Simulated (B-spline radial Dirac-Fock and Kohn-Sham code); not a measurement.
# Subshell photoionisation cross sections of N against photon energy

System: atomic nitrogen, [He] 2s2 2p3.

These are calculated numbers from a radial atomic solver; the model is Dirac-Hartree-Slater photoionisation with all multipoles and Dirac-Fock thresholds. Values are in kb per electron; a dash marks an energy below the computed threshold. Values for outer subshells far above threshold carry numerical ripple of a few per cent.

```tsv
hν (eV)	1s	2s	2p1/2	2p3/2
21.22	–	–	3160	3170
40.81	–	566	1780	1780
60	–	482	829	827
80	–	359	387	386
100	–	261	201	200
150	–	127	58.2	58.0
200	–	72.0	24.6	24.4
300	–	30.6	7.52	7.48
400	–	16.6	3.04	3.02
600	145	6.25	0.722	0.717
800	69.0	2.99	0.282	0.280
1000	37.8	1.72	0.133	0.132
1253.6	20.3	0.951	0.0554	0.0549
1486.9	12.5	0.590	0.0298	0.0295
2000	5.35	0.265	0.0103	0.0102
2984.4	1.64	0.0837	0.00220	0.00218
4000	0.679	0.0350	0.000667	0.000658
5414.7	0.269	0.0141	0.000197	0.000194
6000	0.195	0.0103	0.000135	0.000133
8047.8	0.0780	0.00417	4.04e-05	3.96e-05
9251.7	0.0502	0.00270	2.28e-05	2.23e-05
12000	0.0219	0.00119	7.96e-06	7.76e-06
15000	0.0107	0.000582	3.20e-06	3.10e-06
17479.3	0.00652	0.000356	1.68e-06	1.63e-06
22162.9	0.00301	0.000165	6.19e-07	5.96e-07
30000	0.00111	6.14e-05	1.75e-07	1.67e-07
40000	0.000431	2.38e-05	5.40e-08	5.10e-08
59318.2	0.000117	6.48e-06	1.07e-08	9.91e-09
80000	4.32e-05	2.40e-06	3.12e-09	2.85e-09
100000	2.06e-05	1.15e-06	1.27e-09	1.15e-09
150000	5.43e-06	3.02e-07	2.64e-10	2.32e-10
200000	2.14e-06	1.19e-07	9.03e-11	7.80e-11
```

At 200000 eV the multipoles beyond E1 give 46.7 % of 1s, 46.7 % of 2s, 61.1 % of 2p1/2, 56.5 % of 2p3/2.
